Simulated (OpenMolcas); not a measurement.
A ladder of methods for GeSiH4O2 (SMILES [OH][Ge][O][SiH3])

GeSiH4O2: 8 atoms, total charge 0, spin state singlet. As SMILES, `[OH][Ge][O][SiH3]`. The coordinates come from a PBE0-D4/def2-TZVP relaxation. This is one conformer, not always the lowest.

```xyz
8

O     1.4101    2.5053    0.1495
Ge    1.6239    0.9026   -0.5814
O     0.0843    0.2002    0.0310
Si   -0.7151   -1.2291   -0.0566
H     0.5872    2.5773    0.6466
H    -2.0460   -1.0180   -0.6825
H     0.0486   -2.2147   -0.8727
H    -0.9008   -1.7808    1.3103
```

Quantity: the dipole moment, in D. The values are calculated.

```json
{"level": "SVWN5/def2-SVP", "kind": "LDA", "program": "OpenMolcas", "value (D)": "0.67"}
{"level": "PBE/def2-SVP", "kind": "GGA", "program": "OpenMolcas", "value (D)": "0.57"}
{"level": "revPBE/def2-SVP", "kind": "GGA", "program": "OpenMolcas", "value (D)": "0.54"}
{"level": "TPSS/def2-SVP", "kind": "meta-GGA", "program": "OpenMolcas", "value (D)": "0.56"}
{"level": "r2SCAN/def2-SVP", "kind": "meta-GGA", "program": "OpenMolcas", "value (D)": "0.63"}
{"level": "B3LYP/def2-SVP", "kind": "global hybrid", "program": "OpenMolcas", "value (D)": "0.63"}
{"level": "BHLYP/def2-SVP", "kind": "global hybrid", "program": "OpenMolcas", "value (D)": "0.79"}
{"level": "M06-2X/def2-SVP", "kind": "hybrid meta-GGA", "program": "OpenMolcas", "value (D)": "0.72"}
```

All-electron rows without a relativistic Hamiltonian named are non-relativistic. The values span 0.54 to 0.79 D. Magnitudes only.
